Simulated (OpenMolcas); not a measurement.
What dynamic correlation does to the levels of Nd3+

```
Program             : OpenMolcas 26.06
Basis               : ANO-R2 [8s7p4d3f1g]
Scalar Hamiltonian  : X2C, finite nucleus
Active space        : 3 electrons in 7 orbitals (4f)
State averaging     : 2S+1 = 4 odd, 35 roots; 2S+1 = 2 odd, 112 roots (96 in the spin-orbit step)
Spin-orbit coupling : RASSI with atomic mean-field integrals over the reference wave functions, term energies averaged over their components
```

Methods on the same reference wave functions:
A. CASSCF
B. SS-CASPT2, IPEA 0.25 Eh, imaginary shift 0.1 Eh (closed shells correlated: 5s 5p)
C. MS-CASPT2, IPEA 0.25 Eh, imaginary shift 0.1 Eh (closed shells correlated: 5s 5p)

Energies in cm⁻¹ above 4f³ ⁴I°_9/2, the measured ground level; measured values from the list in Arab et al., J. Quant. Spectrosc. Radiat. Transfer 229, 145 (2019) and Gaigalas et al. (2019), from Wyart et al. (2007).

```csv
Level,A,B,C,Measured
4f³ ⁴I°_9/2,0.0,0.0,0.0,0.0
4f³ ⁴I°_11/2,1980,2030,2030,1897
4f³ ⁴I°_13/2,4128,4190,4190,3907
4f³ ⁴I°_15/2,6395,6440,6440,5989
4f³ ⁴F°_3/2,15839,13370,13340,11698
4f³ ²H°_9/2(1) [75 %],15976,13350,13350,12800
4f³ ⁴F°_5/2,16914,14490,14460,12748
4f³ ⁴S°_3/2,17848,15340,15560,13792
4f³ ⁴F°_7/2,17929,15470,15440,13720
4f³ ⁴F°_9/2,19092,16640,16610,14995
4f³ ²H°_11/2(1),19298,16700,16700,16162
4f³ ²G°_7/2,22096,19020,19020,17655
4f³ ⁴G°_5/2,24017,20740,20740,17707
4f³ ²K°_13/2,24174,21930,21930,20005
4f³ ²G°_9/2 [61 %],24932,21940,21930,
4f³ ⁴G°_7/2,25554,22320,22320,19541
4f³ ²K°_15/2,26365,24120,24120,22044
4f³ ⁴G°_9/2,27171,23970,23970,
4f³ ⁴G°_11/2,28582,25350,25350,22047
4f³ ²P°_1/2,30017,25710,25710,
4f³ ²D°_5/2(1),30368,26230,26230,24333
4f³ ²I°_11/2,37892,33950,33950,30180
4f³ ²L°_15/2,38716,35430,35430,31036
4f³ ²I°_13/2,39139,35340,35340,31583
```

Deviations, from unrounded energies. A percentage is the sum of absolute deviations over the sum of measured energies, with the sign that they share, or ± where signs differ.

```csv
Against measurement,Levels,A,B,C
mean absolute deviation (cm-1),20,4400,1900,1900
fine structure of the ground term (%),3,+6.0,+7.4,+7.4
other terms of the ground configuration (%),17,+26.4,+11.4,+11.4
```

B, C lie about equally close to measurement and A furthest from it. The largest miss of B in the table is 4f³ ²L°_15/2, by +4400 cm-1. The ranking rests on the paired levels alone, and a cruder setting can come out closer through cancelling errors.

Between B and C the level of the table that moves most is 4f³ ⁴S°_3/2, by 220 cm-1 (lowest in B, highest in C). Moves below CASPT2's spread within the term are not significant.

The two smallest mean deviations differ by little beside CASPT2's spread within terms, so their order carries little weight.

From A to B the spin-free energies of the other terms of 4f³ shown, above ⁴I°, scale by factors of 0.82 to 0.91, as is usual when dynamic correlation screens the repulsion within a d or f shell.

The lowest spin-free term lies below A's lowest term by 0.274 hartree in B, 0.274 hartree in C.

Term energies are means over components that CASPT2 splits; among the terms shown or strongly mixed into the levels shown the widest spread is 850 cm-1 (4f³ ⁴I°, C). High states are left out of the spin-orbit mixing, which shifts the levels that they would mix with. Some levels mix across a computed gap that differs much from the measured one, so their mixing is not that of the real levels. Without dynamic correlation excited terms often stand tens of per cent too high (terms of higher spin than the ground term too low), and those without a measured partner can miss by more than the paired ones (holds for A). The CASPT2 spread within a term exceeds the gap to the next term for 4f³ ²K° and 4f³ ⁴G°, so the order of their levels is uncertain (holds for B; C). Some terms miss by over 15 % even with CASPT2, which points to a basis or an active space too small for the shells correlated (holds for B; C). Blocks of more than 70 roots (2S+1 = 2 odd) ran without multistate coupling (holds for C). Measured partners are found by configuration, term and J. A level has none where our copy of the source lacks it or the pairing is in doubt (some pairs that miss far off the trend of their configuration count as doubtful), and it then counts in no deviation. Levels of configurations outside the active space are missing. The table leaves out levels that lie high or whose names do not pair safely across all columns.

A share in square brackets marks a mixed level and gives the weight of the term that names it, the lowest over the columns. A number in round brackets counts repeated terms of one configuration in the order of the reference energies. ° marks odd parity.
